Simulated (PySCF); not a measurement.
## PBE on Nb⁺ (niobium, charge +1)

Configuration: [Kr] 4d4, high-spin 5D determinant. Calculation: PySCF 2.14, in cc-pVDZ-PP with ECP28MDF; a scalar-relativistic core potential.

* Total energy: -56.3885 hartree
* One-electron energy: -92.8282 hartree
* Hartree (Coulomb) energy: 43.1619 hartree
* Exchange-correlation energy: -6.7222 hartree
* ⟨S²⟩: 6.0005
* ⟨L²⟩: 6.198
* Sum of ⟨r⟩: 18.59 bohr
* Sum of ⟨r²⟩: 35.60 bohr²
* Traceless quadrupole moment −½Σ⟨3z² − r²⟩ along its main axis: -2.49 e·bohr²
* Time after the integrals: 0.95 s of wall time on 1 thread of Neoverse-V2 (shared host)

```
shell  electrons  mean orbital energy (eV)  spread (eV)  rms radius, mean of both spins (bohr)
 4s α          1                   -65.749            0                                   1.24
 4s β          1                   -63.668            0                                   1.24
 4p α          3                   -41.879        0.569                                   1.41
 4p β          3                   -39.558        1.116                                   1.41
 4d α          4                   -10.185        0.768                                   2.27
```

Energies and moments cover only the electrons outside the core potential.
